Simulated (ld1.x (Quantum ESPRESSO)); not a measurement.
Logarithmic derivatives: Tb, PAW

ld1.x (Quantum ESPRESSO) 7.5 input, shortened:

```
&input
   title='Tb', zed=65., rel=2, dft='PBE', iswitch=3,
   config='[Xe] 4f9 5d0 6s1 6p0', rel_dist='average'
 /
 &inputp
   pseudotype=3, lpaw=.true., tm=.true., lloc=-1, rcloc=1.70,
   nlcc=.true., new_core_ps=.true.,
   which_augfun='BESSEL', rmatch_augfun=0.90
 /
8
5S  1  0   2.00   0.00  2.05  2.30  0.0
6S  2  0   1.00   0.00  2.05  2.30  0.0
5P  2  1   6.00   0.00  1.76  1.86  0.0
6P  3  1   0.00   0.00  1.76  1.86  0.0
5D  3  2   0.00   0.00  2.90  3.85  0.0
5D  3  2   0.00  -0.20  2.90  3.85  0.0
4F  4  3   9.00   0.00  0.80  1.10  0.0
4F  4  3   0.00   2.00  0.80  1.10  0.0
 &test
   configts(1)='4f9 5s2 5p6 5d0 6s1 6p0'
 /
```

Open shells are filled in proportion to 2j + 1 (rel_dist='average').

The phase is arctan(r·u′/u) with u = r·R(r), unwrapped; energies in Ry, scanned from -6 to 5 Ry. A pole is an energy at which the radial function vanishes at the test radius. The pseudo phase is shifted by a multiple of π to meet the all-electron one at the reference energy, and phase errors are pseudo minus all-electron; the curves can meet again beyond the range given. Levels narrower than the energy grid can be missing from the lists of poles.

| channel | radius (bohr) | reference energy (Ry) | poles, all-electron | poles, pseudo | unbroken range about the reference energy with phases within 0.05 rad | phase error 1 Ry above the reference energy (rad) |
| --- | --- | --- | --- | --- | --- | --- |
| s | 4.19 | -0.64 | -0.07, 3.27 | -0.07, 3.29 | the whole range | +0.000 |
| p1/2 | 4.19 | -0.42 | -2.51, 0.50, 4.00 | -2.51, 0.50, 4.25 | below 1.8 | +0.001 |
| p3/2 | 4.19 | -0.39 | -2.19, 0.66, 4.26 | -2.19, 0.66, 4.20 | the whole range | -0.000 |
| d3/2 | 4.19 | -0.52 | -0.36, 1.92 | -0.36, 4.15 | -0.5 to 0.2 | +0.302 |
| d5/2 | 4.19 | -0.50 | -0.33, 1.96 | -0.33, 2.83 | -0.7 to 0.4 | +0.143 |
| f5/2 | 4.19 | -0.72 | -0.71, 1.29, 4.04 | -0.71, 1.29, 4.04 | the whole range | +0.000 |
| f7/2 | 4.19 | -0.66 | -0.66, 1.30, 4.05 | -0.66, 1.30, 4.06 | the whole range | +0.000 |

The ghost test of this file was not conclusive.

Phases in the d5/2 channel:

```
E (Ry)  all-electron  pseudo
 -6.00         1.470   1.470
 -5.74         1.467   1.467
 -5.48         1.465   1.464
 -5.22         1.462   1.461
 -4.96         1.459   1.458
 -4.70         1.455   1.455
 -4.44         1.452   1.451
 -4.18         1.448   1.447
 -3.92         1.443   1.442
 -3.66         1.438   1.437
 -3.40         1.432   1.431
 -3.14         1.426   1.425
 -2.88         1.418   1.417
 -2.62         1.409   1.407
 -2.36         1.398   1.396
 -2.10         1.385   1.383
 -1.84         1.368   1.365
 -1.58         1.344   1.340
 -1.32         1.309   1.303
 -1.06         1.247   1.236
 -0.80         1.079   0.970
 -0.54        -0.652  -0.651
 -0.28        -1.621  -1.621
 -0.02        -1.800  -1.798
  0.24        -1.993  -1.976
  0.50        -2.509  -2.362
  0.76        -3.846  -3.429
  1.02        -4.379  -4.185
  1.28        -4.548  -4.429
  1.54        -4.632  -4.538
  1.80        -4.686  -4.600
  2.06        -4.727  -4.641
  2.32        -4.765  -4.670
  2.58        -4.806  -4.694
  2.84        -4.857  -4.713
  3.10        -4.937  -4.731
  3.36        -5.108  -4.747
  3.62        -5.755  -4.762
  3.88        -7.176  -4.778
  4.14        -7.555  -4.795
  4.40        -7.678  -4.814
  4.66        -7.740  -4.836
  4.92        -7.778  -4.864
```
